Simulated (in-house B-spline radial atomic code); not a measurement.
Ionising the niobium ion Nb⁸⁺ with different functionals

Computed with an all-electron radial atomic-structure program (B-spline basis): scalar-relativistic (spin-free X2C) Hamiltonian, Fermi nucleus of rms radius 4.324 fm, spin-polarised at highest spin, spherical fractional occupations for the functionals, and exact exchange of hybrids averaged over the configuration. The ionisation energy is the difference of two self-consistent energies, [Ar] 3d10 4s2 4p3 → [Ar] 3d10 4s2 4p2, without Breit or QED terms; ε is the level of the shell that loses the electron (its least bound occupied spin orbital). There is no spin-orbit coupling in this Hamiltonian.

```tsv
method	rung	ΔSCF (eV)	-ε(4p) (eV)
PBE0	global hybrid	160.81	153.82
B3LYP	global hybrid	160.71	153.16
TPSSh	global hybrid	160.93	152.51
BHandHLYP	global hybrid	160.71	156.12
r2SCAN0	global hybrid	161.40	154.50
B97-1	global hybrid	160.70	153.30
HSE06	range-separated hybrid	160.72	153.32
wB97X	range-separated hybrid	160.50	156.21
CAM-B3LYP	range-separated hybrid	160.66	155.12
LC-wPBE	range-separated hybrid	160.70	156.58
```

Question: Among the functionals, which spreads more, the ΔSCF values or the orbital energies?

Answer: The orbital energies: ΔSCF values span about 0.90 eV and the orbital energies 4.06 eV; here energy differences depend much less on the functional than eigenvalues do.

Question: How do they compare with the NIST value?

Answer: NIST lists 159.2 eV ± 0.7 (semi-empirical, ground level to ground level). Errors run from +1.30 to +2.20 eV. The correlated functionals all miss on the same side by more than they spread, so the cause is common to them (spin-orbit coupling, Breit-QED terms, multiplet and fine-structure energies, or a listed next ion that isn't the cheapest removal here) and closeness doesn't rank the functionals.
